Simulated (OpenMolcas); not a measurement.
**Au3+: moving or changing the point charges**

Au3+ among 6 point charges of -1.7 e arranged as a trigonal antiprism (D3d), 2.08 Å from the ion, with a polar angle of 52.6° against the regular 54.74°.

* Program: OpenMolcas 26.06
* Method: SS-CASPT2, IPEA 0.25 Eh, imaginary shift 0.1 Eh (closed shells correlated: 5s 5p)
* Basis: ANO-RCC-VDZP [7s6p4d2f]
* Scalar Hamiltonian: DKH2, point nucleus
* Active space: 8 electrons in 5 orbitals (5d)
* State averaging: 2S+1 = 3 even, 10 roots; 2S+1 = 1 even, 15 roots
* Spin-orbit coupling: state interaction with AMFI integrals over the reference wave functions

Runs around this geometry, states (labels of D3, the rotations of D3d). Energies in cm-1 above the lowest state or level, χT in cm3 K/mol.

```
R (Å)  q (e)  Polar angle / regular  Ground state  First state of that spin  First gap with spin-orbit (degeneracies)  χT at 300 K  First state of another spin
 2.08   -1.7                   0.88           3A2                   3E 6800                                670 (1, 2)        1.789                     1E 12710
 2.08   -1.1                   0.96           3A2                   3E 4340                                220 (1, 2)        2.561                     1E 12240
 1.89   -1.7                   0.96           3A2                  3E 10920                                240 (1, 2)        2.199                     1E 13120
 2.08   -1.7                   0.96           3A2                   3E 6940                                270 (1, 2)        2.371                     1E 12740
 2.18   -1.7                   0.96           3A2                   3E 5510                                270 (1, 2)        2.448                     1E 12510
```

Taking the first state of the same spin as R^-n, n = -ln(5510 / 10920) / ln(2.18 / 1.89) = 4.8 between the shortest and longest distance.

Scaling the charges by -1.1 / -1.7 = 0.65 scales the first state of the same spin by 4340 / 6940 = 0.63; with fixed orbitals a first-order splitting would follow the charge.

Roots that are degenerate in the reference are averaged as groups; the widest CASPT2 spread within a group is 47 cm-1 (the 2-fold group of multiplicity 3 near 6800 cm-1 above the lowest state of its run, R = 2.08, q = -1.7, ratio = 0.88). Shifts and gaps below about the spread of the groups concerned are not significant. Real 4d8 and 5d8 ions are as a rule square planar and diamagnetic. Free-ion shares, where given, are those of the reference states; single-state CASPT2 does not remix them. Spin-orbit coupling mixes the spin-free states strongly: the lowest level takes only 67 % from its leading state, 3A2 (figures for R = 2.08, q = -1.7, ratio = 0.88; the like holds for R = 2.08, q = -1.1, ratio = 0.96, R = 2.08, q = -1.7, ratio = 0.96, R = 2.18, q = -1.7, ratio = 0.96). Point charges carry no covalency, so the field is a model and not that of real ligands. No measured value stands beside these numbers.
